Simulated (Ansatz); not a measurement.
`Cl[Si](Cl)(Cl)[SeH]`. Total charge 0; spin multiplicity 1.

```json
{"atom": "Cl1", "x (Å)": "1.041", "y (Å)": "-0.507", "z (Å)": "1.792"}
{"atom": "Si2", "x (Å)": "-0.224", "y (Å)": "0.189", "z (Å)": "0.359"}
{"atom": "Cl3", "x (Å)": "-2.128", "y (Å)": "0.151", "z (Å)": "1.065"}
{"atom": "Cl4", "x (Å)": "0.312", "y (Å)": "2.112", "z (Å)": "-0.030"}
{"atom": "Se5", "x (Å)": "-0.218", "y (Å)": "-1.094", "z (Å)": "-1.487"}
{"atom": "H6", "x (Å)": "1.217", "y (Å)": "-0.851", "z (Å)": "-1.699"}
```

(1) List the harmonic frequencies (cm⁻¹, unscaled) at PBE0-D4/def2-TZVP in Ansatz. (Estimate.)

(2) Is this a minimum?

(3) Give the ideal-gas thermochemistry at 298.15 K and 1 bar (rigid rotor, harmonic oscillator; point group Cs, symmetry number 1).

(4) And at 400, 500, 600, 800 and 1000 K?

(5) Rotational constants (cm⁻¹)?

## Answers

(1) Ansatz gave: 104, 118, 180, 181, 191, 198, 353, 549, 589, 598, 686, 2437.

(2) Yes, all 12 modes are real.

(3) Zero-point energy 37.0 kJ/mol; H(298) − E = 59.4 kJ/mol; entropy 379.6 J/(mol·K), of which translation 175.8, rotation 126.5, vibration 77.3; G(298) − E = -53.8 kJ/mol.

(4) 
```json
{"T (K)": "400", "H − E (kJ/mol)": "70.4", "S (J/mol/K)": "411.4", "G − E (kJ/mol)": "-94.1"}
{"T (K)": "500", "H − E (kJ/mol)": "81.8", "S (J/mol/K)": "436.8", "G − E (kJ/mol)": "-136.6"}
{"T (K)": "600", "H − E (kJ/mol)": "93.6", "S (J/mol/K)": "458.3", "G − E (kJ/mol)": "-181.4"}
{"T (K)": "800", "H − E (kJ/mol)": "117.8", "S (J/mol/K)": "493.1", "G − E (kJ/mol)": "-276.7"}
{"T (K)": "1000", "H − E (kJ/mol)": "142.7", "S (J/mol/K)": "520.9", "G − E (kJ/mol)": "-378.1"}
```

(5) 0.04351, 0.02823, 0.02787.
